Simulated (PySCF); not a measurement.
From one molecule to another.

First species: C3H4F3NO2.
SMILES: `NC(=O)COC(F)(F)F`

Second species: C6H9OP.
SMILES: `c1c(OC)cc([pH]1)C`

Levels: B3LYP/def2-SVPD for dipole moment, HOMO energy, LUMO energy, HOMO–LUMO gap, static isotropic polarisability and electronic spatial extent ⟨r²⟩ about the centre of nuclear charge; TDDFT B3LYP/def2-SVPD for lowest singlet excitation; TDA B3LYP/def2-SVPD for lowest triplet excitation (Tamm–Dancoff); GFN2-xTB for rotational constant A and rotational constant C. Geometries: GFN2-xTB. All species are isolated and taken at one optimised geometry, non-relativistic unless stated. Electronic properties by PySCF.

Dipoles, sizes and rotational constants follow the conformer. The torsions of the flexible species, by atom-mapped SMILES:
- `[NH2:1][C:2](=[O:3])[CH2:4][O:5][C:6]([F:7])([F:8])[F:9]`: N1–C2–C4–O5 1°, C2–C4–O5–C6 -179°, C4–O5–C6–F7 60°, H–N1–C2–O3 180°, H–N1–C2–O3 0°
- `[CH3:1][O:2][c:3]1[cH:4][pH:5][c:6]([CH3:7])[cH:8]1`: C1–O2–C3–C4 1°

Values for the first species:

| Property | Result |
| --- | --- |
| Dipole moment | 2.22 D |
| HOMO energy | -7.86 eV |
| LUMO energy | -0.20 eV |
| HOMO–LUMO gap | 7.66 eV |
| Lowest singlet excitation | 5.86 eV |
| Lowest triplet excitation (Tamm–Dancoff) | 5.42 eV |
| Static isotropic polarisability | 56.3 au |
| Electronic spatial extent ⟨r²⟩ about the centre of nuclear charge | 1367 bohr² |
| Rotational constant A | 3.678 GHz |
| Rotational constant C | 0.782 GHz |

Question: Estimate the same properties for the second species, and the change in each.

Answer: 
| property | first | second | second less first |
| --- | --- | --- | --- |
| dipole moment | 2.22 D | 0.84 D | -1.38 D |
| HOMO energy | -7.86 eV | -5.98 eV | +1.88 eV |
| LUMO energy | -0.20 eV | -0.94 eV | -0.74 eV |
| HOMO–LUMO gap | 7.66 eV | 5.04 eV | -2.62 eV |
| lowest singlet excitation | 5.86 eV | 4.46 eV | -1.40 eV |
| lowest triplet excitation (Tamm–Dancoff) | 5.42 eV | 3.12 eV | -2.30 eV |
| static isotropic polarisability | 56.3 au | 100.4 au | +44.1 au |
| electronic spatial extent ⟨r²⟩ about the centre of nuclear charge | 1367 bohr² | 1322 bohr² | -45 bohr² |
| rotational constant A | 3.678 GHz | 3.729 GHz | +0.051 GHz |
| rotational constant C | 0.782 GHz | 0.877 GHz | +0.095 GHz |

On the first: S1 lies 1.80 eV below the HOMO–LUMO gap; its leading configuration is HOMO→LUMO, weight 0.98. The dipole matches unit charges of opposite sign 0.46 Å apart (1 e·Å = 4.8032 D).

On the second: In atomic units the dipole is 0.33 e·bohr (1 au = 2.5417 D). S1 lies 0.58 eV below the HOMO–LUMO gap; its leading configuration is HOMO→LUMO, weight 0.96.
